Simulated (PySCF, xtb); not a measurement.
C2H8SeSi, SMILES C[SiH](C)[SeH]. One conformer was computed; it need not be the lowest.

Harmonic wavenumbers (cm⁻¹) from GFN2-xTB in xtb at its own minimum, in rising order: 23, 106, 115, 136, 152, 193, 326, 539, 590, 654, 699, 756, 795, 826, 835, 843, 1363, 1365, 1469, 1471, 1473, 1476, 2098, 2251, 3026, 3029, 3040, 3044, 3046, 3051.

**Question.** What does PBE-D3(BJ)/def2-SVP in PySCF give at its own minimum? (An estimate is asked for; the answer gives what the named calculation found.)

**Answer.** 134, 156, 159, 178, 180, 213, 360, 557, 599, 641, 676, 743, 746, 832, 854, 866, 1209, 1216, 1373, 1376, 1381, 1389, 2155, 2348, 2971, 2972, 3068, 3069, 3087, 3087. Paired by order, the mean absolute difference is 52 cm⁻¹ and the zero-point energies are 55.5 and 55.2 kcal/mol.
